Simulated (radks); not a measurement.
Effect of the nuclear size on the tungsten ion W3+, [Xe] 4f14 5d3. Calculated with a radial shooting solver on a logarithmic mesh with Libxc functionals: Dirac Kohn-Sham, relativistic LDA (MacDonald-Vosko exchange, VWN5 correlation), spin-unpolarised, spherical densities, finite nucleus; open shells fill j = l - 1/2 first; Fermi nuclear charge, rms radius 5.3658 fm. The rms radius is varied about that value; shifts are against it.

| rms radius (fm) | total energy shift (eV) | density at nucleus (e/bohr^3) | 1s1/2 shift (meV) | 2s1/2 shift (meV) | 5s1/2 shift (meV) | 5p1/2 shift (meV) | 5d3/2 shift (meV) | 6s1/2 (empty) shift (meV) |
|---|---|---|---|---|---|---|---|---|
| 4.3087 | -21.0 | 1.514e+06 | -8470 | -1190 | -11.6 | 0.085 | 0.235 | -1.91 |
| 5.0599 | -6.39 | 1.432e+06 | -2580 | -363 | -3.51 | 0.026 | 0.072 | -0.581 |
| 5.3658 | 0 | 1.404e+06 | 0.000 | 0.000 | 0.000 | 0.000 | 0.000 | 0.000 |
| 5.7038 | 7.35 | 1.374e+06 | 2960 | 417 | 4.04 | -0.029 | -0.082 | 0.668 |
| 6.1921 | 18.5 | 1.336e+06 | 7440 | 1050 | 10.1 | -0.073 | -0.207 | 1.68 |

Slopes of the eigenvalues against <r^2> in GHz/fm^2, as finite differences over the two radii next to the reference (eigenvalue slopes, not the field-shift constants of lines): 1s1/2 193000, 2s1/2 27200, 5s1/2 263, 5p1/2 -1.91, 5d3/2 -5.36, 6s1/2 (empty) 43.6.
